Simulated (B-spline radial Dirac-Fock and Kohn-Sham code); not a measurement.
# Photoabsorption cross section of Al¹¹⁺ by shell

System: aluminum as Al¹¹⁺, configuration 1s2.

The run's input, task.json:

```json
{"items": [{
  "Z": 13,
  "q": 11,
  "cfg": [[1, 0, 2]],
  "A": 27,
  "rrms": 3.061,
  "do": ["binding", "quiet", "photo"],
  "hv": [21.22, 60, 293.0, 300, 319.0, 400, 515.0, 1486.9, 5220.0, 9251.7, 12600.0, 22162.9, 23300.0, 30000, 38100.0, 182000.0]
}]}
```

Launch: `python xray_run.py task.json out`

These are calculated numbers from a B-spline atomic structure program; the model is the independent-particle Dirac-Slater model, thresholds from Dirac-Fock.

Computed thresholds (eV): K 2084.7.

| photon energy (eV) | total (b) | K (%) |
| --- | --- | --- |
| 5220 | 7421 | 100.0 |
| 9251.7 | 1421 | 100.0 |
| 12600 | 560.9 | 100.0 |
| 22162.9 | 96.92 | 100.0 |
| 23300 | 82.71 | 100.0 |
| 30000 | 36.97 | 100.0 |
| 38100 | 17.22 | 100.0 |
| 182000 | 0.1149 | 100.0 |

Problem. With what power of the photon energy does the total fall between 38100 and 182000 eV?

Solution. As E^-3.20. The non-relativistic Born limit for an s electron far above threshold is E^-3.5; near threshold and at relativistic energies the fall is slower.
